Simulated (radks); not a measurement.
Values are calculated unless marked as measured or tabulated.
Task: Species: K12+. Configuration: [He] 2s2 2p3 (the NIST ground configuration). Code: a radial shooting solver on a logarithmic mesh with Libxc functionals. Model: Dirac Kohn-Sham, exchange-only PBE, spin-unpolarised, spherical densities, finite nucleus; open shells fill j = l - 1/2 first; Fermi nuclear charge, rms radius 3.4349 fm. Some entries of the table are withheld. Estimate them.

orbital  occ.  eigenvalue (eV)  <1/r> (bohr^-1)
1s1/2       2        -3993.334              (1)
2s1/2       2        -731.5283            4.115
2p1/2       2              (2)            4.052
2p3/2       1              (3)            4.015

Result: 
(1) 1s1/2 <1/r> (bohr^-1): 18.76
(2) 2p1/2 eigenvalue (eV): -674.7307
(3) 2p3/2 eigenvalue (eV): -671.1492
